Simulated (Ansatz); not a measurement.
The cluster Ga₂PF₃. The state is a singlet with charge 0. Geometry PBE-D4/def2-SVP, basis def2-TZVP, Ansatz.

```xyz
6

Ga   -0.3340   -2.8189    0.7099
Ga    0.1033    0.2241    0.1560
P     0.4927    2.4038   -0.0649
F     0.3605   -1.0632    1.5720
F    -0.0556    2.5967   -1.6336
F    -0.5669   -1.3425   -0.7393
```

```csv
run,HOMO (eV),LUMO (eV)
A,-5.49,-2.13
B,-4.52,-2.81
C,-4.75,-2.71
D,-6.34,-1.45
E,-7.59,-0.27
```

Another isomer (singlet) lies 1.52 eV lower at PBE0-D4/def2-TZVP; other spin states weren't run for this one.

Q: The runs used BHLYP, PBE, PBE0, r2SCAN, ωB97X-V. Estimate which is which.

A: A PBE0 (25 % exact exchange); B PBE (0 % exact exchange); C r2SCAN (0 % exact exchange); D BHLYP (50 % exact exchange); E ωB97X-V (range-separated). Exact exchange lowers occupied and raises empty levels; among semilocal functionals meta-GGAs tend to open the gap a little, and such runs are hard to tell apart. The gap grows from 1.71 eV (PBE) to 7.32 eV (ωB97X-V).
